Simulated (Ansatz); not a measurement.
A run on `[CH3][Al-]([CH3])([F])[OH+][SiH3]` with other settings.

```yaml
crystal:
  periodic: [false, false, false]
  atoms:
    - {symbol: C, position_ang: [-0.088612, -1.784582, 1.414702]}
    - {symbol: Al, position_ang: [0.289575, -0.648928, -0.130794]}
    - {symbol: C, position_ang: [2.110395, -0.344418, -0.773691]}
    - {symbol: F, position_ang: [-0.918417, -0.635020, -1.334472]}
    - {symbol: O, position_ang: [-0.410983, 1.125912, 0.331918]}
    - {symbol: Si, position_ang: [-1.723148, 1.710253, -0.601130]}
    - {symbol: H, position_ang: [0.164830, -2.830727, 1.212754]}
    - {symbol: H, position_ang: [-1.145619, -1.761421, 1.697393]}
    - {symbol: H, position_ang: [0.494190, -1.491318, 2.295066]}
    - {symbol: H, position_ang: [2.147747, 0.397333, -1.577565]}
    - {symbol: H, position_ang: [2.554237, -1.264849, -1.167939]}
    - {symbol: H, position_ang: [2.777058, 0.001190, 0.024413]}
    - {symbol: H, position_ang: [-0.084977, 1.693607, 1.032930]}
    - {symbol: H, position_ang: [-1.316638, 1.908840, -2.002029]}
    - {symbol: H, position_ang: [-1.959310, 3.036718, 0.033375]}
    - {symbol: H, position_ang: [-2.913227, 0.864811, -0.410430]}
basis:
  gaussian: {orbitals: 6-31G}
total_charge: 1
magnetization: {spin_polarized: true, initial_magnetization: 1}
hamiltonian: {xc: {name: r2SCANh}}
accuracy: high
output: {forces: true}
```

```sh
$ ansatz run in.yaml --threads 2 --pin off --events-out ev --progress --plain --max-ram 32768MiB --backend cpu
```

Output, abridged:

```
Functional definition: r2SCANh
2171 factors; integrals over basis functions are off by at most 4.9e-9 eV
mean field evaluation 1: about -21435.4678 eV, gradient 7.3e1 eV
mean field evaluation 2: about -21353.0879 eV, gradient 1.4e2 eV
mean field evaluation 4: about -21459.4605 eV, gradient 1.5e1 eV
mean field evaluation 8: about -21461.0737 eV, gradient 9.0e-1 eV
mean field evaluation 16: about -21461.1882 eV, gradient 2.7e-3 eV
mean field -21461.18823019 eV, -788.6841205437 hartree, gradient 4.9e-8 eV, S^2 0.759045; 1 other end points of the search recorded, 0 dependent functions left out
reference -21461.18823379 eV, -788.6841206759 hartree; 33, 32 occupied and 49, 50 virtual orbitals, 2171 factors
Total energy: -21461.18823379 eV, -788.6841206759 hartree
Atom 0 at    -0.088612    -1.784582     1.414702 Å, force     0.140445    -1.723495     2.139729 eV/Å
Atom 1 at     0.289575    -0.648928    -0.130794 Å, force    -1.308352     1.667349    -0.220101 eV/Å
Atom 2 at     2.110395    -0.344418    -0.773691 Å, force     2.719967    -0.035756    -0.424485 eV/Å
Atom 3 at    -0.918417    -0.635020    -1.334472 Å, force    -0.248107    -0.389782    -0.505592 eV/Å
Atom 4 at    -0.410983     1.125912     0.331918 Å, force     1.956999    -1.835221     0.760342 eV/Å
Atom 5 at    -1.723148     1.710253    -0.601130 Å, force    -2.293710     1.489272    -1.320192 eV/Å
Atom 6 at     0.164830    -2.830727     1.212754 Å, force     0.163911     0.075976    -0.482298 eV/Å
Atom 7 at    -1.145619    -1.761421     1.697393 Å, force    -0.221677     0.541324    -0.604996 eV/Å
Atom 8 at     0.494190    -1.491318     2.295066 Å, force     0.220574     0.367368    -0.247833 eV/Å
Atom 9 at     2.147747     0.397333    -1.577565 Å, force    -0.829402     0.142765     0.000923 eV/Å
Atom 10 at     2.554237    -1.264849    -1.167939 Å, force    -0.412035    -0.297630     0.089017 eV/Å
Atom 11 at     2.777058     0.001190     0.024413 Å, force    -0.364787    -0.017040     0.332274 eV/Å
Atom 12 at    -0.084977     1.693607     1.032930 Å, force     0.317491     0.290335     0.508979 eV/Å
Atom 13 at    -1.316638     1.908840    -2.002029 Å, force     0.170281    -0.103515    -0.198673 eV/Å
Atom 14 at    -1.959310     3.036718     0.033375 Å, force     0.065068     0.095226     0.125426 eV/Å
Atom 15 at    -2.913227     0.864811    -0.410430 Å, force    -0.076663    -0.267175     0.047479 eV/Å
Dipole moment:     0.777784    -0.011322     0.773653 e Å
```

Hardware: 2 threads of a server CPU on a shared host. Wall time 29 s, peak host memory 0.9 GiB.
